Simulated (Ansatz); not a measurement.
`[NH2][GaH][CH2][SiH3]` + `F[CH]1[O][GeH2]1` → `[SiH3][CH]1[O][GeH2]1` + `[NH2][GaH][CH2]F`  (redistribution)

Isolated molecules relaxed with PBE0-D4/def2-TZVP in Ansatz; ΔE leaves out vibrations. CCSD(T)/CBS is the MP2 limit (def2-TZVPP, def2-QZVPP) plus CCSD(T) − MP2 in def2-TZVPP, frozen cores. Functionals use def2-TZVPP. B3LYP here is the variant with VWN-RPA as its local correlation; programs differ in this. For Ga, Ge outer-core shells are correlated without core-valence functions, which leaves a few kJ/mol of doubt a bond. Scalar relativity is left out up to krypton. Each species was taken in one conformer, which may not be the lowest.

```
             level  ΔE (kJ/mol)
          B3LYP-D4         71.4
     HF/def2-QZVPP         64.3
SCS-MP2/def2-QZVPP         66.8
    CCSD/CBS(def2)         67.2
```

Task: What does CCSD(T)/CBS give? (An estimate is asked.)

Result: Computed: +69.5 kJ/mol. The listed levels differ from it by 1.9, -5.2, -2.7, -2.3 kJ/mol.

Largest T1 diagnostic among the species: 0.015.

In def2-TZVPP, CCSD(T) changes the Hartree–Fock value by +7.4 kJ/mol (the triples alone add +2.3 kJ/mol) and MP2 by +8.9 kJ/mol.

CCSD(T)/CBS has its own doubt, a few kJ/mol and more with outer-core shells, so smaller differences from it don't rank the levels.
